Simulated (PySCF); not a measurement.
**Ionisation energy of Ir(75+) by level of theory**

Ir(75+) 1s2 (1S) → Ir(76+) 1s1 (2S), as a difference of total energies. All numbers are calculated (PySCF 2.14, the spin-free X2C one-electron Hamiltonian (Gaussian nucleus), in an even-tempered Gaussian basis (16 s from 230 bohr⁻², ratio 2.2; 7 p from 350 bohr⁻², ratio 2.4; 4 d from 1100 bohr⁻², ratio 2.4; 3 f from 1600 bohr⁻², ratio 2.4; 3 g from 2400 bohr⁻², ratio 2.4)). Correlated levels: nothing frozen; virtual orbitals above 40 to 60 times the deepest correlated orbital energy dropped. The calculations carry no spin-orbit coupling.

```json
{"method": "UHF", "ionisation energy (eV)": "86666.9"}
{"method": "LDA", "ionisation energy (eV)": "86571.8"}
{"method": "PBE", "ionisation energy (eV)": "86674.6"}
{"method": "PBE0", "ionisation energy (eV)": "86672.9"}
{"method": "r2SCAN", "ionisation energy (eV)": "86679.1"}
{"method": "PW91", "ionisation energy (eV)": "86677.7"}
{"method": "revPBE", "ionisation energy (eV)": "86686.8"}
{"method": "MP2 (all electrons)", "ionisation energy (eV)": "86669.0"}
{"method": "SCS-MP2 (all electrons)", "ionisation energy (eV)": "86669.4"}
```

Problem. How much does correlation contribute at MP2 (all electrons)?

Solution. 86669.0 − (86666.9) = 2.1 eV, measured against UHF.

For this ion Breit and QED terms and the two-electron picture change, all absent here, outweigh the differences among the correlated methods.

For comparison: 86442.44 ± 0.25 eV (theoretical estimate listed by NIST; NIST Atomic Spectra Database, ionization energies).
